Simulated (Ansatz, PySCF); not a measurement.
C₃H₈O₂Si, SMILES C=C[Si@@H](O)OC. Atoms are numbered in the order given.

```xyz
14

C      2.4272    -0.1812    -0.5199
C      1.5664    -0.8794     0.2306
Si    -0.2560    -0.5255     0.2508
O     -0.8048    -0.1681     1.7815
O     -0.4485     0.7515    -0.7951
C     -1.6853     1.3001    -1.1552
H      2.0779     0.6282    -1.1700
H      3.5038    -0.3868    -0.5191
H      1.9569    -1.6853     0.8664
H     -1.1084    -1.6719    -0.1651
H     -0.2784     0.4722     2.2704
H     -2.2266     1.7050    -0.2815
H     -1.5170     2.1237    -1.8658
H     -2.3406     0.5566    -1.6456
```

Coordinates come from a PBE0-D3(BJ)/def2-SVP optimisation. The structure was generated by enumeration; whether it is a known compound was not checked. Other conformers were not sampled.

Two levels are set side by side: PBE-D3(BJ)/def2-SVP (Ansatz, a program for electronic structure) and PBE0-D3(BJ)/def2-SVP (Ansatz). Each level has its own optimised geometry; the coordinates shown are those of the second. Frequencies come from the Hessian of PySCF at each geometry. Differences are taken from unrounded values.

| quantity | PBE0-D3(BJ) | PBE-D3(BJ) | PBE-D3(BJ) minus PBE0-D3(BJ) |
|---|---|---|---|
| mean bond length (Å) | 1.306 | 1.317 | 0.011 |
| bond C1–C2 (Å) | 1.339 | 1.349 | 0.010 |
| bond C2–Si3 (Å) | 1.857 | 1.866 | 0.010 |
| bond Si3–O4 (Å) | 1.665 | 1.683 | 0.018 |
| bond Si3–O5 (Å) | 1.662 | 1.680 | 0.018 |
| bond O5–C6 (Å) | 1.400 | 1.414 | 0.014 |
| bond C1–H7 (Å) | 1.095 | 1.103 | 0.008 |
| bond C1–H8 (Å) | 1.096 | 1.104 | 0.008 |
| bond C2–H9 (Å) | 1.098 | 1.107 | 0.008 |
| bond Si3–H10 (Å) | 1.488 | 1.499 | 0.012 |
| bond O4–H11 (Å) | 0.962 | 0.974 | 0.012 |
| bond C6–H12 (Å) | 1.105 | 1.114 | 0.009 |
| bond C6–H13 (Å) | 1.101 | 1.110 | 0.009 |
| bond C6–H14 (Å) | 1.106 | 1.115 | 0.009 |
| highest harmonic wavenumber (cm⁻¹) | 3923 | 3751 | -172 |
| mean harmonic wavenumber (cm⁻¹) | 1327 | 1281 | -46 |
| zero-point energy (kcal/mol) | 68.30 | 65.92 | -2.39 |

GGA bonds tend to be longer and softer than those of functionals with exact exchange. Differences between two approximate levels are no errors against the true value.
